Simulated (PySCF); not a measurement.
Bond length, frequency and bond energy of CaN by level of theory

State: ⁴Σ⁻ (quartet), unpaired electrons σ ↑, π ↑↑. Set-up: basis Ca pcseg-1, N pcseg-1; no relativity; PySCF 2.14. De refers to Ca + N in their high-spin ground configurations, without counterpoise correction. The functionals are run spin-unrestricted. A positive dipole means Ca(−)N(+). Levels whose curve was spin-contaminated or gave no clean fit are not listed.

```json
{"Level": "UHF-CCSD", "Re (Å)": "2.365", "ωe (cm⁻¹)": "367", "De (eV)": "0.307", "μ (D)": "n/a"}
{"Level": "UHF-CCSD(T)", "Re (Å)": "2.377", "ωe (cm⁻¹)": "349", "De (eV)": "0.341", "μ (D)": "n/a"}
{"Level": "PBE", "Re (Å)": "2.246", "ωe (cm⁻¹)": "444", "De (eV)": "1.71", "μ (D)": "-3.35"}
{"Level": "PBEsol", "Re (Å)": "2.229", "ωe (cm⁻¹)": "456", "De (eV)": "1.76", "μ (D)": "-3.34"}
{"Level": "r²SCAN", "Re (Å)": "2.242", "ωe (cm⁻¹)": "462", "De (eV)": "1.59", "μ (D)": "-3.68"}
{"Level": "PBE0", "Re (Å)": "2.247", "ωe (cm⁻¹)": "453", "De (eV)": "1.36", "μ (D)": "-3.81"}
{"Level": "M06-2X", "Re (Å)": "2.317", "ωe (cm⁻¹)": "408", "De (eV)": "1.09", "μ (D)": "-3.88"}
```

Question: Which functional lies closest to UHF-CCSD(T) in De, which farthest, and by how much do they differ from it?

Answer: Closest is M06-2X (-6.0 pm in Re, +16.9 % in ωe, +0.75 eV in De against UHF-CCSD(T) in the same basis), farthest PBEsol (-14.8 pm in Re, +30.7 % in ωe, +1.42 eV in De). CCSD(T) converges more slowly with the basis than the functionals do and binds too weakly in this one, so the order can change at the basis-set limit.

Question: What does a quarter of exact exchange do here, going from PBE to PBE0?

Answer: PBE0 less PBE: +0.1 pm in Re, +2.0 % in ωe, -0.35 eV in De. Exact exchange removes part of the self-interaction that spreads semilocal densities, and in most molecules shortens and stiffens the bond and lowers De; so it does here.

Question: What does the triples do here, going from UHF-CCSD to UHF-CCSD(T)?

Answer: UHF-CCSD(T) less UHF-CCSD: +1.2 pm in Re, -4.9 % in ωe, +0.03 eV in De. Correlation nearly always deepens the well. The bond lengthens, as in strong covalent bonds, where excitations into antibonding orbitals dominate.

Correlated steps freeze 6 core orbitals. Correlated levels converge slowly with the basis: in double zeta they bind strong bonds too weakly, by up to about 1 eV, and carry superposition errors of some tenths. The state was picked by a PBE0 search and need not be the measured ground state.
